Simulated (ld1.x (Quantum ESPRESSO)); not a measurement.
**Which change was made? (S, ultrasoft)**

* Element: S (Z = 16)
* Generator: ld1.x (Quantum ESPRESSO) 7.5
* Type: ultrasoft
* Functional: LDA (PZ)
* Relativity: non-relativistic
* Frozen core: [He]
* Valence charge: 14
* Reference configuration: 2s2 2p6 3s2 3p3 (charge +1)
* Partial waves: 2s (bound): rcut 0.80, rcutus 0.95 bohr; 3s (bound): rcut 0.80, rcutus 0.95 bohr; 2p (bound): rcut 0.70, rcutus 0.85 bohr; 3p (bound): rcut 0.70, rcutus 0.85 bohr; 3d channel at -0.15 Ry: rcut 0.70, rcutus 0.85 bohr
* Local potential: all-electron potential smoothed inside 0.65 bohr (lloc = -2)
* Core correction: Bessel-smoothed model core inside 0.60 bohr
* Augmentation charge: PSQ, inside the norm-conserving radii

Cutoffs, loose and tight: the cutoffs (Ry, on a coarse ladder) from which the occupation-weighted sum of valence levels, in a spherical-Bessel basis at the reference potential, stays within 10 and 1 mRy of its value at 400 Ry. They do not see the model core or the augmentation charge, which bear on the density cutoff. Test errors are all-electron minus pseudo excitation energies from the reference, over the configurations 2s2 2p6 3s2 3p4; 2s2 2p6 3s2 3p2; 2s2 2p6 3s2 3p1; 2s2 2p5 3s2 3p4; 2s2 2p6 3s2 3p4.3; 2s2 2p6 3s2 3p3.5; 2s2 2p6 3s1 3p4 (two spin-polarised tests are not counted in the largest error); variants that change the core or the reference have their own tests. The largest error is taken over the tests solved by every variant that gives reliable tests at all, those not shown here included: 2s2 2p6 3s2 3p1; 2s2 2p6 3s2 3p2; 2s2 2p6 3s2 3p4.

The base gives: outcome: generated, overlap not positive; bound ghosts: not determined (overlap not positive); largest test error (meV): -21.

On the changes marked as counting shells twice: ld1.x takes every shell without a wave as core, so the model core holds the marked electrons as well and exchange and correlation see them twice. This cancels in the reference configuration, but the file is broken for other ones, and its errors say nothing about a proper core correction.

(1) After one change the result is: outcome: generated; cutoff, loose: 300 Ry; cutoff, tight: over 300 Ry; bound ghosts: none; largest test error (meV): +2.7. Which change was it?
A. core [Ne], valence charge 6; reference 3s1.75 3p4.25; waves now 3s (bound): rcut 1.40, rcutus 1.65 bohr; 3s channel at 0.35 Ry: rcut 1.40, rcutus 1.65 bohr; 3p (bound): rcut 0.80, rcutus 1.10 bohr; 3p channel at 0.55 Ry: rcut 0.80, rcutus 1.10 bohr; 3d channel at -0.15 Ry: rc 1.80 bohr; local potential the d channel; core correction a·sin(br)/r model core, default radius (core density twice the valence density)
B. type TM; waves now 2s (bound): rc 0.95 bohr; 2p (bound): rc 0.85 bohr; 3d channel at -0.15 Ry: rc 0.85 bohr; local potential the d channel (3p, 3s counted twice)
C. all radii but the core radius scaled by about 0.77 (s 0.72, p 0.66, d 0.66 bohr, rcut 0.62/0.54/0.54); local potential all-electron potential smoothed inside 0.50 bohr (lloc = -2)

Answers

(1) C. The others give: type TM; waves now 2s (bound): rc 0.95 bohr; 2p (bound): rc 0.85 bohr; 3d channel at -0.15 Ry: rc 0.85 bohr; local potential the d channel (3p, 3s counted twice) → outcome: generated, misses its reference levels by 0.85 eV; cutoff, loose: 260 Ry; cutoff, tight: over 300 Ry; bound ghosts: none; largest test error (meV): +451 | core [Ne], valence charge 6; reference 3s1.75 3p4.25; waves now 3s (bound): rcut 1.40, rcutus 1.65 bohr; 3s channel at 0.35 Ry: rcut 1.40, rcutus 1.65 bohr; 3p (bound): rcut 0.80, rcutus 1.10 bohr; 3p channel at 0.55 Ry: rcut 0.80, rcutus 1.10 bohr; 3d channel at -0.15 Ry: rc 1.80 bohr; local potential the d channel; core correction a·sin(br)/r model core, default radius (core density twice the valence density) → outcome: generated; cutoff, loose: 40 Ry; cutoff, tight: 50 Ry; bound ghosts: none; largest test error (meV): -11. A file whose overlap is not positive is unfit for use, and its test errors describe a broken file.
